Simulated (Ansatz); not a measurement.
C2H10Si2, SMILES `[SiH3]CC[SiH3]` (Si–C–C–Si torsion 180°) (charge 0, multiplicity 1).

Computed with CAM-B3LYP/cc-pVTZ // PBE0-D3(BJ)/def2-TZVP (Ansatz, an electronic-structure program).

Ansatz 0.2 input:
```yaml
crystal:
  periodic: [false, false, false]
  atoms:
    - { symbol: Si, position_ang: [-2.217752, -0.540874, 0.041743] }
    - { symbol: C, position_ang: [-0.433403, -0.183915, 0.506511] }
    - { symbol: C, position_ang: [0.433403, 0.183917, -0.704286] }
    - { symbol: Si, position_ang: [2.217752, 0.540872, -0.239518] }
    - { symbol: H, position_ang: [-3.032234, -0.894278, 1.236852] }
    - { symbol: H, position_ang: [-2.819431, 0.655329, -0.609535] }
    - { symbol: H, position_ang: [-2.271704, -1.672412, -0.924586] }
    - { symbol: H, position_ang: [-0.423527, 0.624365, 1.246069] }
    - { symbol: H, position_ang: [-0.026399, -1.063372, 1.01765] }
    - { symbol: H, position_ang: [0.423524, -0.624363, -1.443844] }
    - { symbol: H, position_ang: [0.026398, 1.063375, -1.215425] }
    - { symbol: H, position_ang: [3.032239, 0.894257, -1.43463] }
    - { symbol: H, position_ang: [2.271708, 1.672422, 0.726797] }
    - { symbol: H, position_ang: [2.819421, -0.655326, 0.411775] }
basis:
  gaussian: { orbitals: cc-pVTZ }
hamiltonian:
  xc: cam_b3lyp
```

Output:

```
Functional definition: CAM-B3LYP
1496 factors; their error is unknown
414 factors; integrals over basis functions are off by at most 1.5e-5 eV
mean field evaluation 1: about -17987.4330 eV, gradient 4.7e1 eV
mean field evaluation 2: about -17986.7486 eV, gradient 4.8e1 eV
mean field evaluation 4: about -17992.4859 eV, gradient 5.3e-1 eV
mean field evaluation 8: about -17992.5161 eV, gradient 6.6e-3 eV
mean field -17992.51613213 eV, -661.2127720904 hartree, gradient 4.4e-5 eV, S^2 0.000000; 0 other end points of the search recorded, 0 dependent functions left out
reference -17992.51628813 eV, -661.2127778233 hartree; 25, 25 occupied and 243, 243 virtual orbitals, 1496 factors
Total energy: -17992.51628813 eV, -661.2127778233 hartree
```
